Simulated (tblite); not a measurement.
C6H5N3.
SMILES with atom numbers: `[cH:1]1[cH:2][cH:3][n:4]2[n:5][n:6][cH:7][c:8]2[cH:9]1` (hydrogens: H10 on C1; H11 on C2; H12 on C3; H13 on C7; H14 on C9)

Computed geometry: GFN2-xTB, gas phase.

Some entries are withheld.

| coordinate | value |
| --- | --- |
| C1–C2 | 1.415 Å |
| C2–C3 | 1.359 Å |
| C3–N4 | 1.353 Å |
| N4–N5 | 1.327 Å |
| N5–N6 | 1.289 Å |
| N6–C7 | ? |
| C7–C8 | ? |
| C8–C9 | ? |
| C1–C9 | 1.364 Å |
| N4–C8 | ? |
| C1–H10 | 1.078 Å |
| C2–H11 | 1.078 Å |
| C3–H12 | 1.078 Å |
| C7–H13 | 1.070 Å |
| C9–H14 | 1.078 Å |
| C2–C1–C9 | ? |
| C1–C2–C3 | 120.5° |
| C2–C3–N4 | 118.9° |
| C3–N4–N5 | 127.3° |
| C3–N4–C8 | 122.5° |
| N5–N4–C8 | 110.2° |
| N4–N5–N6 | 108.3° |
| N5–N6–C7 | 110.5° |
| N6–C7–C8 | 108.4° |
| C7–C8–C9 | ? |
| N4–C8–C7 | 102.7° |
| N4–C8–C9 | ? |
| C1–C9–C8 | 118.8° |

Q: Fill in the missing values.

A: 
- N6–C7 = 1.332 Å, aromatic (pyridine-type nitrogen to aromatic CH next to a ring nitrogen); 0.11 Å below the sum of covalent radii, 1.44 Å.
- C7–C8 = 1.395 Å, aromatic (aromatic CH next to a ring nitrogen to ring-fusion aromatic carbon); 0.06 Å below the sum of covalent radii, 1.46 Å.
- C8–C9 = 1.404 Å, aromatic (ring-fusion aromatic carbon to aromatic CH carbon); 0.06 Å below the sum of covalent radii, 1.46 Å.
- N4–C8 = 1.386 Å, aromatic (pyrrole-type nitrogen to ring-fusion aromatic carbon); 0.05 Å below the sum of covalent radii, 1.44 Å.
- C2–C1–C9 = 120.3°, at the aromatic CH carbon, inside a 6-membered ring; the outer atoms are 2.411 Å apart.
- C7–C8–C9 = 138.4°, at the ring-fusion aromatic carbon; the outer atoms are 2.616 Å apart.
- N4–C8–C9 = 119.0°, at the ring-fusion aromatic carbon, inside a 6-membered ring; the outer atoms are 2.403 Å apart.

Radii are Cordero's, carbon taken as 0.76, 0.73 or 0.69 Å for four, three, and two or fewer neighbours.

Its GFN2-xTB frequencies are all real (lowest 188 cm⁻¹).
